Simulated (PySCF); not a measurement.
## Telling isomers of C₃H₁₅N₂PSi₂ apart by NMR

- σ from GIAO-PBE0/pcSseg-1
- GFN2-xTB geometry
- run in PySCF 2.14
- a single conformation, one averaged value for each set of equivalent atoms, non-relativistic Hamiltonian, isolated molecule

Scale: TMS for ¹H (σref 31.72) and ¹³C (σref 186.93) (reference shieldings calculated alike). Splittings of carbon signals by F and P are missing where no couplings were computed. Where no couplings were computed, multiplicities follow the n + 1 count of equivalent neighbours, and m marks all less simple cases (inequivalent or close neighbours, rings, F or P nearby). Shifts are as computed. Against solution values, carbons near 30 ppm lie about +3 ppm off and those near 130 ppm about +5 ppm. Of 1309 compounds with measured shifts, 239 miss one by over three times the rms of a fit or turn the order of signals round; such compounds aren't used in these exercises. OH and NH positions are gas-phase values without hydrogen bonding to other molecules.

(1) Tabulate the signals of `CN(C)[C@@H]([SiH3])[Si@@H](N)P`, `CN(C)[C@@H]([SiH3])[Si@H](N)P` and their relative energies.

(2) What is the quickest way to tell CN(C)[C@@H]([SiH3])[Si@@H](N)P from CN(C)[C@@H]([SiH3])[Si@H](N)P?

Results:

(1) 
```json
{"SMILES": "CN(C)[C@@H]([SiH3])[Si@@H](N)P", "carbon types": "1×CH 2×CH3", "δC": "47.5, 46.6", "δH": "5.70 (m, 1H), 3.74 (d, 3H), 2.35 (s, 6H), 1.99 (m, 1H), 1.00 (m, 2H), 0.62 (br s, 2H)", "E rel. (kcal/mol)": "0.0"}
{"SMILES": "CN(C)[C@@H]([SiH3])[Si@H](N)P", "carbon types": "1×CH 2×CH3", "δC": "48.6, 47.5", "δH": "6.45 (m, 1H), 4.16 (d, 3H), 2.42 (s, 6H), 2.11 (m, 1H), 0.83 (m, 2H), 0.27 (br s, 2H)", "E rel. (kcal/mol)": "1.0"}
```

Energies are electronic energies at PBE0/pcSseg-1 on these geometries, without zero-point or thermal terms, each for the one conformer computed, which needn't be the lowest.

(2) Both give the same number of carbon signals, with the same numbers of each carbon type, so the positions decide. The first has a methyl carbon bonded to N (CH3) at 47.5 ppm, the second a methyl carbon bonded to N (CH3) at 48.6 ppm. In the proton spectra the most deshielded non-exchanging signals are 5.70 (m, 1H) and 6.45 (m, 1H).
